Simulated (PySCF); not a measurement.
C3H7O2, SMILES [O]CCOC, multiplicity 2. Coordinates come from a B3LYP-D3(BJ)/def2-SVP optimisation. The isomer is the one that the SMILES or the coordinates give; other isomers of the formula were not compared. The values are those of a single conformer.

The numbers are results of B3LYP-D3(BJ)/def2-SVP (PySCF 2.14.0), not measurements.

Harmonic wavenumbers (cm⁻¹): 100, 113, 187, 299, 380, 489, 701, 919, 966, 1008, 1094, 1136, 1163, 1174, 1233, 1262, 1313, 1345, 1383, 1457, 1466, 1475, 1490, 2857, 2933, 2965, 2996, 3021, 3098, 3127. Rotational constants (GHz): 14.99, 2.546, 2.391; symmetry number 1.

**Question.** Work out the zero-point energy and the ideal-gas rigid-rotor harmonic-oscillator thermochemistry at 298.15 K and 1 atm.

**Answer.** ZPE = ½ Σ hcν = ½ × 43151 cm⁻¹ = 61.69 kcal/mol. H − E(el) = 66.20 kcal/mol. Entropy in cal/(mol K): translation 38.86, rotation 25.67, vibration 13.10, spin 1.38, total 79.01. G − E(el) = 42.64 kcal/mol. Cp = 22.30 cal/(mol K). Modes under 150 cm⁻¹ make the vibrational entropy uncertain.
